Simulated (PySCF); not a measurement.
Pt²⁺ (platinum, charge +2) across methods

[Xe] 4f14 5d7 6p1, one real determinant (an excited configuration). All numbers are calculated (PySCF 2.14, scalar relativity through the core potential, in def2-QZVPPD with the def2 core potential (60 electrons) (7s5p4d4f2g, 88 functions)).

| method | E (hartree) | mean ε 5d α (eV) | mean ε 5d β (eV) | mean ε 6p α (eV) | Σ⟨r²⟩ (bohr²) | ⟨S²⟩ |
| --- | --- | --- | --- | --- | --- | --- |
| LDA | -117.5806 | -31.123 | -28.993 | -16.846 | 39.85 | 6.000 |
| B3LYP | -117.8579 | -32.517 | -30.545 | -17.172 | 39.82 | 6.001 |
| PW91 | -117.8960 | -31.093 | -29.060 | -16.727 | 39.71 | 6.001 |
| TPSSh | -117.7972 | -31.775 | -29.822 | -16.826 | 39.76 | 6.002 |
| UHF | -117.10962 | -37.920 | -35.125 | -18.716 | 40.21 | 6.005 |
| PBE | -117.8461 | -31.027 | -28.977 | -16.665 | 39.74 | 6.001 |
| PBE0 | -117.8168 | -32.976 | -30.773 | -17.306 | 39.74 | 6.001 |
| PBEsol | -117.6791 | -31.001 | -28.876 | -16.697 | 39.75 | 6.001 |
| r2SCAN | -117.8685 | -31.576 | -29.215 | -16.802 | 39.66 | 6.002 |

⟨L²⟩ = 13.48 against 20 for a pure G term, so this real determinant mixes terms. Energies and moments cover only the electrons outside the core potential. Spin-orbit coupling, absent here, splits the open shell strongly.
